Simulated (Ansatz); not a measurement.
Two isomers of C2H7GaSi: A = `C1[CH2][GaH][SiH2]1`, B = `C[CH]1[SiH2][GaH]1`.

Program: Ansatz. Geometries: PBE0-D4/def2-TZVP. ΔE: electronic, gas phase. CCSD(T)/CBS adds triple-zeta CCSD(T) − MP2 to the extrapolated MP2 energy (def2 sets, frozen cores). DFT in def2-TZVPP. B3LYP here is the variant with VWN-RPA as its local correlation; programs differ in this. For Ga outer-core shells are correlated without core-valence functions, which leaves a few kJ/mol of doubt a bond. Scalar relativity is left out up to krypton.

Q: Which is lower in electronic energy at CCSD(T)/CBS, and by how much? (Estimate.)

A: The calculation gave: A, by 19.1 kcal/mol.

Q: Give E(B) − E(A) in kcal/mol with B2PLYP, B3LYP, ωB97M-V, PBE-D4, B3LYP-D4, r2SCAN-D4, CCSD/def2-TZVPP. (Best estimate.)

A: Ansatz gave: B2PLYP 18.8, B3LYP 18.4, ωB97M-V 19.9, PBE-D4 18.1, B3LYP-D4 18.8, r2SCAN-D4 18.1, CCSD/def2-TZVPP 19.8. None reverses the order clearly.

Largest T1 diagnostic: 0.013.

From PBE to PBE0 (25 % exact exchange), in def2-TZVPP and without D4, E(B) − E(A) moves by +1.2 kcal/mol.
